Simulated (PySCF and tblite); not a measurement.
The numbers below are computed, except where a source is named.
C₆H₆O₂S, numbered as in [CH3:1][O:2][C:3](=[O:4])[c:5]1[cH:6][cH:7][s:8][cH:9]1.

Conformers came from 90 starts (ETKDG and KDG, MMFF94s, GFN2-xTB); geometries are GFN2-xTB. Weights use B3LYP-D3(BJ)/def2-SVP (IEF-PCM, water) energies plus GFN2-xTB zero-point and thermal terms (modes under about 100 cm⁻¹ blended into free rotors). Symmetry numbers and mirror images are counted. Conformers within 2.5 kcal/mol (GFN2-xTB free energy) were kept, 4 at most. Codes: tblite and PySCF.

Rotational constants are equilibrium values for the commonest isotopes; dipoles come from the energy level named and are polarised by its solvent model.

Torsions listed: C1–O2–C3–O4, O2–C3–C5–C6.

```
conformer     shape  symmetry  weight %
        1  0°, 180°        Cs      59.2
        2    0°, 0°        Cs      40.8
```

Sets of constants, in random order:

```
set  A (MHz)  B (MHz)  C (MHz)  abs μa (D)  abs μb (D)  abs μc (D)
  P     4193      797      673        0.53        2.41        0.00
  Q     3846      820      679        0.83        2.10        0.01
```

(1) Match each set to its conformer.

The minima are those of GFN2-xTB; planar forms about aryl–S or allylic bonds may be saddles in DFT.

Answers

(1) P is conformer 2, Q is conformer 1.


Conformer gaps in def2-SVP on xTB geometries can be 2 kcal/mol too large for S=O, P=O and other polar bonds.